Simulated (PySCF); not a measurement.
Input for PySCF: D3(BJ) and D4 dispersion corrections on C4H9Br (SMILES CC(C)(C)Br).

```python
from pyscf import gto
from pyscf.dispersion import dftd3, dftd4

mol = gto.M(
    atom='''
    C     1.45690917    0.08830601   -0.02512560
    C    -0.03381803    0.01814122   -0.31004521
    C    -0.78231454    1.19919099    0.28431403
    C    -0.63303266   -1.30974523    0.12128268
    Br   -0.25313361    0.13563108   -2.31877564
    H     1.61392777    0.02710003    1.05615226
    H     1.88440301    1.02493488   -0.38047416
    H     1.98931505   -0.73729763   -0.49545988
    H    -0.68486296    1.16808041    1.37385704
    H    -0.37406470    2.14519013   -0.06883908
    H    -1.84180648    1.16297442    0.03438613
    H    -0.53196256   -1.40789504    1.20651322
    H    -0.11837988   -2.14745552   -0.34741752
    H    -1.69117959   -1.36715576   -0.13036829
    ''',
    basis='def2-svp',
    charge=0, spin=0, verbose=0, max_memory=1800)
d3, d4 = {}, {}
for xc in ['hf', 'pbe', 'blyp', 'revpbe', 'tpss', 'r2scan', 'b3lyp', 'pbe0', 'bhlyp', 'camb3lyp', 'b2plyp']:
    d3[xc] = float(dftd3.DFTD3Dispersion(mol, xc=xc, version='d3bj', atm=False).get_dispersion()['energy'])
    print(f'D3(BJ) {xc:10s} {d3[xc]:14.8f} Eh')
for xc in ['hf', 'pbe', 'blyp', 'revpbe', 'tpss', 'r2scan', 'b3lyp', 'pbe0', 'bhlyp', 'camb3lyp', 'b2plyp']:
    d4[xc] = float(dftd4.DFTD4Dispersion(mol, xc={'camb3lyp': 'cam-b3lyp'}.get(xc, xc), atm=True).get_dispersion()['energy'])
    print(f'D4     {xc:10s} {d4[xc]:14.8f} Eh')
```

It printed:

```
D3(BJ) hf            -0.08608269 Eh
D3(BJ) pbe           -0.01259782 Eh
D3(BJ) blyp          -0.02660257 Eh
D3(BJ) revpbe        -0.03178416 Eh
D3(BJ) tpss          -0.01590365 Eh
D3(BJ) r2scan        -0.00356042 Eh
D3(BJ) b3lyp         -0.02170280 Eh
D3(BJ) pbe0          -0.01091893 Eh
D3(BJ) bhlyp         -0.01679229 Eh
D3(BJ) camb3lyp      -0.00982932 Eh
D3(BJ) b2plyp        -0.01004008 Eh
D4     hf            -0.04175155 Eh
D4     pbe           -0.01168436 Eh
D4     blyp          -0.02596829 Eh
D4     revpbe        -0.03752698 Eh
D4     tpss          -0.01583632 Eh
D4     r2scan        -0.00290967 Eh
D4     b3lyp         -0.01876647 Eh
D4     pbe0          -0.00984348 Eh
D4     bhlyp         -0.01361122 Eh
D4     camb3lyp      -0.00990446 Eh
D4     b2plyp        -0.00818929 Eh
```

The run finished.

Cost: very roughly 0.05 core-seconds.
